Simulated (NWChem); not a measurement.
Molecule: C₅H₅N; SMILES CC#CCC#N

```xyz
11

C      2.9197    -0.1583     0.1803
C      1.4835    -0.3586     0.0841
C      0.2864    -0.5203     0.0064
C     -1.1574    -0.7226    -0.0860
C     -1.9236     0.5258    -0.1113
N     -2.5400     1.5039    -0.1322
H      3.1699     0.4962     1.0296
H      3.3171     0.3083    -0.7343
H      3.4433    -1.1158     0.3263
H     -1.5178    -1.3257     0.7658
H     -1.4097    -1.2952    -0.9956
```
Atoms are numbered in this order, from 1.

Coordinates come from a PBE0/def2-SVP optimisation.

Give the principal values of the shielding tensors (ppm) of C1, C2, C3, C4, C5 from B3LYP/6-311G** (spherical d), GIAO (NWChem), with their diamagnetic and paramagnetic parts as GIAO splits them.


```tsv
atom	σ11	σ22	σ33	isotropic	diamagnetic	paramagnetic
C1	171.1	171.2	195.2	179.2	245.2	-66.0
C2	13.3	15.8	268.9	99.3	267.4	-168.1
C3	32.5	32.8	275.2	113.5	269.6	-156.0
C4	160.3	172.8	186.6	173.2	243.5	-70.3
C5	-45.5	-44.1	292.3	67.6	257.8	-190.3
```
